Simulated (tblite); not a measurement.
C₇H₇F₃N₂.
Bonds: C1–C2 (double), C2–C3, C3–N4, N4–N5 (aromatic), N5–C6 (aromatic), C6–C7 (aromatic), C7–C8 (aromatic), C8–C9, C9–F10, C9–F11, C9–F12, N4–C8 (aromatic). Hydrogens: H13, H14 on C1; H15 on C2; H16, H17 on C3; H18 on C6; H19 on C7.

Computed with GFN2-xTB (tblite), gas phase: L-BFGS steps from a force-field or distance-geometry start until the largest atomic force falls under 0.01 eV/Å.

Step 156: E = -1049.6627 eV
```
atom  x, y, z in Å  |  force x, y, z in eV/Å
C1      2.7873    0.6460    0.1252   -0.001   0.024   0.010
C2      1.9632   -0.3814    0.1828   -0.009  -0.004  -0.007
C3      0.9438   -0.7006   -0.8761    0.013   0.008  -0.013
N4     -0.3824   -0.7942   -0.3139    0.019  -0.014   0.010
N5     -0.9192   -1.9736   -0.0693    0.025  -0.012   0.039
C6     -2.0907   -1.7556    0.4968   -0.006   0.001  -0.032
C7     -2.3320   -0.3843    0.6246    0.005   0.003   0.002
C8     -1.2012    0.2085    0.0929    0.010  -0.007   0.003
C9     -0.8896    1.6524   -0.0469   -0.019   0.011  -0.006
F10    -0.4808    1.9868   -1.2888   -0.015  -0.006   0.024
F11    -1.9630    2.4070    0.2177    0.028   0.018  -0.010
F12     0.0867    2.0748    0.7809   -0.017  -0.012   0.004
H13     3.5028    0.8411    0.9048    0.004  -0.011  -0.011
H14     2.7804    1.3402   -0.6991   -0.011  -0.016  -0.008
H15     1.9793   -1.0642    1.0213   -0.026   0.000  -0.009
H16     1.1520   -1.6821   -1.3121   -0.001  -0.011   0.017
H17     0.9590    0.0549   -1.6648    0.006   0.019  -0.011
H18    -2.7158   -2.5757    0.7861   -0.001   0.009  -0.010
H19    -3.1895    0.1090    1.0308   -0.005   0.000   0.009
```

Step 157: E = -1049.6631 eV
```
atom  x, y, z in Å  |  force x, y, z in eV/Å
C1      2.7835    0.6563    0.1118   -0.012   0.016   0.002
C2      1.9628   -0.3733    0.1831   -0.006  -0.004  -0.005
C3      0.9452   -0.7101   -0.8720    0.014   0.008  -0.021
N4     -0.3823   -0.7989   -0.3118    0.017  -0.015   0.013
N5     -0.9273   -1.9765   -0.0767    0.033  -0.011   0.046
C6     -2.0993   -1.7552    0.4869   -0.007  -0.005  -0.036
C7     -2.3333   -0.3833    0.6216   -0.002  -0.005   0.003
C8     -1.1971    0.2063    0.0978    0.007  -0.014  -0.001
C9     -0.8810    1.6502   -0.0328   -0.002   0.001  -0.027
F10    -0.4556    1.9884   -1.2686   -0.011  -0.011   0.038
F11    -1.9574    2.4042    0.2189    0.024   0.031   0.002
F12     0.0848    2.0684    0.8097   -0.028  -0.011  -0.003
H13     3.4971    0.8655    0.8895    0.004  -0.011  -0.015
H14     2.7742    1.3374   -0.7234   -0.008  -0.011  -0.002
H15     1.9820   -1.0444    1.0310   -0.033   0.002  -0.011
H16     1.1561   -1.6967   -1.2957   -0.006  -0.007   0.028
H17     0.9590    0.0338   -1.6717    0.012   0.027  -0.010
H18    -2.7295   -2.5739    0.7691   -0.001   0.014  -0.011
H19    -3.1915    0.1108    1.0258    0.004   0.005   0.011
```

Step 158: E = -1049.6636 eV
```
atom  x, y, z in Å  |  force x, y, z in eV/Å
C1      2.7832    0.6658    0.0954   -0.024   0.000  -0.013
C2      1.9620   -0.3623    0.1847    0.000  -0.001   0.002
C3      0.9468   -0.7183   -0.8662    0.010   0.006  -0.024
N4     -0.3818   -0.8032   -0.3075    0.012  -0.009   0.016
N5     -0.9345   -1.9794   -0.0832    0.036  -0.008   0.044
C6     -2.1088   -1.7555    0.4746   -0.002  -0.012  -0.030
C7     -2.3365   -0.3833    0.6169   -0.010  -0.016  -0.001
C8     -1.1942    0.2037    0.1037   -0.001  -0.016  -0.006
C9     -0.8736    1.6477   -0.0164    0.025  -0.015  -0.048
F10    -0.4326    1.9908   -1.2457   -0.002  -0.019   0.044
F11    -1.9512    2.4024    0.2232    0.006   0.045   0.020
F12     0.0827    2.0597    0.8400   -0.036  -0.007  -0.008
H13     3.4955    0.8898    0.8701    0.004  -0.008  -0.019
H14     2.7745    1.3278   -0.7551   -0.001  -0.001   0.010
H15     1.9802   -1.0172    1.0454   -0.038   0.004  -0.016
H16     1.1609   -1.7102   -1.2762   -0.010   0.000   0.036
H17     0.9584    0.0136   -1.6773    0.016   0.030  -0.006
H18    -2.7438   -2.5733    0.7484   -0.005   0.016  -0.011
H19    -3.1969    0.1103    1.0178    0.019   0.011   0.010
```

Step 159: E = -1049.6643 eV
```
atom  x, y, z in Å  |  force x, y, z in eV/Å
C1      2.7841    0.6750    0.0765   -0.032  -0.022  -0.028
C2      1.9599   -0.3489    0.1862    0.009   0.005   0.008
C3      0.9478   -0.7252   -0.8605    0.004   0.002  -0.017
N4     -0.3815   -0.8073   -0.3027    0.002   0.002   0.016
N5     -0.9408   -1.9824   -0.0889    0.029  -0.002   0.032
C6     -2.1184   -1.7565    0.4610    0.008  -0.016  -0.012
C7     -2.3410   -0.3843    0.6120   -0.013  -0.027  -0.010
C8     -1.1926    0.2007    0.1098   -0.006  -0.009  -0.015
C9     -0.8660    1.6445    0.0012    0.055  -0.018  -0.059
F10    -0.4042    1.9928   -1.2194    0.004  -0.032   0.059
F11    -1.9442    2.4022    0.2251   -0.009   0.048   0.037
F12     0.0778    2.0484    0.8762   -0.050  -0.007  -0.024
H13     3.4954    0.9144    0.8475   -0.001  -0.003  -0.025
H14     2.7787    1.3138   -0.7918    0.008   0.011   0.024
H15     1.9734   -0.9838    1.0621   -0.040   0.006  -0.022
H16     1.1654   -1.7232   -1.2549   -0.011   0.013   0.040
H17     0.9581   -0.0057   -1.6833    0.016   0.020   0.004
H18    -2.7577   -2.5735    0.7266   -0.011   0.013  -0.011
H19    -3.2040    0.1080    1.0099    0.038   0.015   0.005
```

**Question.** Estimate the geometry and energy of step 160. (The exact step hangs on the optimiser's Hessian estimate; all steps are aligned on step 159, rigid shifts and turns removed.)

**Answer.** E = -1049.6651 eV, largest force 0.083 eV/Å
```
atom  x, y, z in Å  |  force x, y, z in eV/Å
C1      2.7939    0.6768    0.0599   -0.042  -0.051  -0.050
C2      1.9565   -0.3341    0.1901    0.023   0.016   0.022
C3      0.9480   -0.7238   -0.8541   -0.015  -0.008   0.002
N4     -0.3816   -0.8080   -0.2968   -0.010   0.018   0.012
N5     -0.9424   -1.9838   -0.0913    0.013   0.002   0.008
C6     -2.1247   -1.7593    0.4488    0.020  -0.027   0.020
C7     -2.3476   -0.3881    0.6071   -0.015  -0.027  -0.022
C8     -1.1954    0.1983    0.1150   -0.015   0.000  -0.023
C9     -0.8649    1.6417    0.0138    0.051  -0.023  -0.043
F10    -0.3953    1.9932   -1.2013    0.029  -0.028   0.012
F11    -1.9396    2.4047    0.2335   -0.045   0.042   0.049
F12     0.0742    2.0377    0.8963   -0.020   0.004  -0.002
H13     3.5057    0.9242    0.8270    0.005   0.012  -0.016
H14     2.8008    1.2897   -0.8271    0.014   0.021   0.038
H15     1.9553   -0.9471    1.0819   -0.034   0.010  -0.026
H16     1.1694   -1.7254   -1.2368   -0.006   0.016   0.027
H17     0.9574   -0.0115   -1.6834    0.009   0.007   0.005
H18    -2.7654   -2.5770    0.7075   -0.018   0.004  -0.010
H19    -3.2142    0.1010    1.0026    0.057   0.014  -0.004
```

The energy changes by -0.0008 eV. The first-order estimate −F·Δx gives -0.0013 eV and the mean of the old and new forces, exact on a quadratic surface, -0.0008 eV. The step makes an angle of 85° with the force vector and moves no atom by more than 0.048 Å.

Run on x86-64 server, one thread (shared host).
